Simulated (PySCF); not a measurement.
These compounds are isomers of formula C8H7ClO.

A. `Clc1ccc(C(C)=O)cc1`
B. `Cc1cccc(C(=O)Cl)c1`
C. o-toluoyl chloride (c1cc(C)c(C(=O)Cl)cc1)
D. 4-methylbenzoyl chloride (Cc1ccc(C(=O)Cl)cc1)
E. SMILES Clc1cccc2c1CCO2

Spectrum 1. 13C{1H} NMR (computed): δ 169.0 (C), 142.2 (C), 134.5 (CH), 130.6 (C), 125.3 (CH), 112.2 (CH), 73.1 (CH2), 33.2 (CH2).

Spectrum 2. 13C{1H} NMR (computed): δ 177.0 (C), 144.6 (C), 142.3 (CH), 138.3 (CH), 138.3 (CH), 136.3 (C), 134.4 (CH), 23.6 (CH3).

Spectrum 3. 13C{1H} NMR (computed): δ 176.2 (C), 153.7 (C), 140.0 (CH), 134.5 (CH), 133.5 (C), 24.5 (CH3).

Spectrum 4. 13C{1H} NMR (computed): δ 199.0 (C), 151.9 (C), 138.1 (C), 136.2 (CH), 134.7 (CH), 28.5 (CH3).

Spectrum 5. 13C{1H} NMR (computed): δ 176.6 (C), 152.4 (C), 143.7 (CH), 141.3 (CH), 136.7 (CH), 133.6 (C), 131.6 (CH), 27.2 (CH3).

No solvent, non-relativistic Hamiltonian, fast rotation and ring inversion assumed for equivalent nuclei, one conformer. Geometry from GFN2-xTB; GIAO PBE0/pcSseg-1 shieldings; PySCF 2.14.0 with density-fitted response routines.

δ = σ(ref) − σ, references computed at the same level: TMS for 13C (σref 186.93). Shifts are as computed. Against solution values, carbons near 30 ppm lie about +3 ppm off and those near 130 ppm about +5 ppm; carbons on Cl a further +6 ppm. Of 1211 compounds with measured shifts, 218 miss one by over three times the rms of a fit or turn the order of signals round; such compounds aren't used in these exercises. Carbons bonded to Cl come out too deshielded.

Which spectrum belongs to which compound?

Answers

1–E, 2–B, 3–D, 4–A, 5–C.

- Spectrum 1 (E): 8 13C signals; δC 169.0 is an aromatic carbon bearing oxygen; δC 134.5 is an aromatic CH.
- Spectrum 2 (B): 8 13C signals; δC 138.3 is an aromatic CH; δC 138.3 is an aromatic CH.
- Spectrum 3 (D): 6 13C signals; δC 134.5 is an aromatic CH; δC 24.5 is a methyl carbon on an aromatic ring.
- Spectrum 4 (A): 6 13C signals; δC 199.0 is a ketone carbonyl carbon; δC 136.2 is an aromatic CH.
- Spectrum 5 (C): 8 13C signals; δC 136.7 is an aromatic CH; δC 131.6 is an aromatic CH.
